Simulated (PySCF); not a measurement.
**Iodine: a sound run and one with changed settings**

Sound run: I⁺ [Kr] 4d10 5s2 5p4, I²⁺ [Kr] 4d10 5s2 5p3. Computed with PySCF 2.14 in def2-SVP with the def2 core potential (28 electrons) (4s4p2d, 26 functions), with a scalar-relativistic core potential. In the sound run the correlated levels freeze 4s2 4p6 4d10 outside the core potential. The sound run starts from symmetry-adapted Hartree-Fock orbitals and uses a fine grid where one is needed.

Changed run: a valence shell is frozen. This setting is unsound on purpose.

```csv
species,method,sound run (hartree),changed run (hartree),converged
I⁺,MP2,-296.35805,-296.32691,yes
I⁺,CCSD(T),-296.37232,-296.33427,yes
I²⁺,MP2,-295.69684,-295.66031,yes
I²⁺,CCSD(T),-295.71000,-295.66426,yes
```

Ionisation energy of I⁺:

```json
{"method": "UHF", "sound run (eV)": "17.638", "changed run (eV)": "17.638"}
{"method": "MP2", "sound run (eV)": "17.992", "changed run (eV)": "18.139"}
{"method": "SCS-MP2", "sound run (eV)": "18.002", "changed run (eV)": "18.236"}
{"method": "CCSD", "sound run (eV)": "18.017", "changed run (eV)": "18.231"}
{"method": "CCSD(T)", "sound run (eV)": "18.023", "changed run (eV)": "18.232"}
```

Freezing a valence shell removes pair correlation that changes on ionisation.

For comparison, NIST gives 19.131 eV between the lowest levels.
